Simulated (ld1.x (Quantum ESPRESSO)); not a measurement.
nickel: variants of one TM potential

Base potential:

- Element: nickel (Ni)
- Generator: ld1.x (Quantum ESPRESSO) 7.5
- Type: norm-conserving Troullier–Martins (Kleinman–Bylander form)
- Functional: PBE
- Relativity: fully relativistic
- Frozen core: [Ne] 3s2
- Valence charge: 16
- Reference configuration: 3p6 3d8 4s2 4p0
- Partial waves: 3p (bound): rc 0.75 bohr; 3d (bound): rc 0.90 bohr; 4f channel at -0.05 Ry: rc 2.00 bohr; 4s (bound): rc 2.35 bohr
- Local potential: the s channel
- Core correction: none

Open shells are filled in proportion to 2j + 1 (rel_dist='average').

All-electron outer shells of the reference configuration (PBE, scalar-relativistic, ld1.x):

```
shell  level (eV)  outermost node (bohr)  outermost maximum (bohr)
   2p     -844.68                      –                      0.16
   3s     -111.06                   0.30                      0.64
   3p      -71.39                   0.27                      0.65
   3d       -8.87                      –                      0.63
   4s       -5.64                   0.92                      2.24
   4p       -1.22                   1.00                      3.17
```

Cutoffs, loose and tight: the cutoffs (Ry, on a coarse ladder) from which the occupation-weighted sum of valence levels, in a spherical-Bessel basis at the reference potential, stays within 10 and 1 mRy of its value at 400 Ry. They do not see the model core or the augmentation charge, which bear on the density cutoff. Test errors are all-electron minus pseudo excitation energies from the reference, over the configurations 3p6 3d8 4s1 4p0; 3p6 3d8 4s0 4p0; 3p6 3d7 4s0 4p0; 3p6 3d7 4s2 4p1; 3p6 3d8 4s1.5 4p0; 3p6 3d8 4s0 4p2; 3p6 3d9 4s1 4p0. A dash means not determined; rows that change the core or the reference have their own tests.

Cutoffs are not given where the Bessel-basis levels miss the radial ones by over 6 mRy, ghosts where they miss by over 20 mRy; a channel whose overlap is not positive is not tested.

On the changes marked as counting shells twice: ld1.x takes every shell without a wave as core, so the model core holds the marked electrons as well and exchange and correlation see them twice. This cancels in the reference configuration, but the file is broken for other ones, and its errors say nothing about a proper core correction.

```csv
change,outcome,"cutoff, loose","cutoff, tight",bound ghosts,largest test error (meV)
base,generated,260 Ry,over 300 Ry,none,-1617
wave 4f channel at -0.05 Ry: rc 2.00 bohr becomes 4f channel at -0.05 Ry: rc 1.22 bohr,generated,260 Ry,over 300 Ry,none,-1617
wave 4s (bound): rc 2.35 bohr becomes 4s (bound): rc 2.48 bohr,generated,260 Ry,over 300 Ry,none,-1634
core correction a·sin(br)/r model core inside 0.94 bohr,generated,260 Ry,over 300 Ry,none,-1623
reference 3p6 3d8 4s1 4p0,generated,260 Ry,over 300 Ry,none,-1586
wave 4f channel at -0.05 Ry: rc 2.00 bohr becomes 4f channel at -0.1 Ry: rc 2.00 bohr,generated,260 Ry,over 300 Ry,none,-1617
"core [Ne], valence charge 18; reference 3s2 3p6 3d8 4s2 4p0; waves now 3s (bound): rc 1.25 bohr; 3p (bound): rc 1.10 bohr; 3d (bound): rc 0.75 bohr; 4f channel at -0.05 Ry: rc 1.05 bohr; local potential all-electron potential smoothed inside 0.70 bohr (lloc = -2); core correction a·sin(br)/r model core inside 0.35 bohr (4s counted twice)","generated, misses its reference levels by 0.54 eV",–,–,not determined,-4986
"all radii scaled by about 1.12 (s 2.62, p 0.84, d 1.00, f 2.24 bohr)",generated,230 Ry,over 300 Ry,none,-1651
functional PBEsol,generated,260 Ry,over 300 Ry,none,-1632
wave 3d (bound): rc 0.90 bohr becomes 3d (bound): rc 1.08 bohr,generated,200 Ry,over 300 Ry,none,-1616
wave 3p (bound): rc 0.75 bohr becomes 3p (bound): rc 0.96 bohr,generated,260 Ry,over 300 Ry,none,-1617
wave 4s (bound): rc 2.35 bohr becomes 4s (bound): rc 1.74 bohr,generated,260 Ry,over 300 Ry,none,-1586
wave 3d (bound): rc 0.90 bohr becomes 3d (bound): rc 1.14 bohr,generated,180 Ry,over 300 Ry,none,-1615
```
